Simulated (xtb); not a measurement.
OSe (SMILES O=[Se]), triplet, geometry from GFN2-xTB. Base run: GFN0-xTB (xtb 6.7.1).

Input for xtb:
```
$ xtb mol.xyz --gfn 0 --uhf 2 --json

# file mol.xyz
2

O     -0.00000000    -0.00000000    -1.29850896
Se     0.00000000     0.00000000     0.30553152
```

The base run was repeated with changes; each row names its change, and settings that it needs were set with it.

```
change        ΔE vs base (kcal/mol)
------------  ---------------------
base                          0.000
etemp = 5000                  -1.57
acc = 1000                    0.000
file = coord                  0.000
```
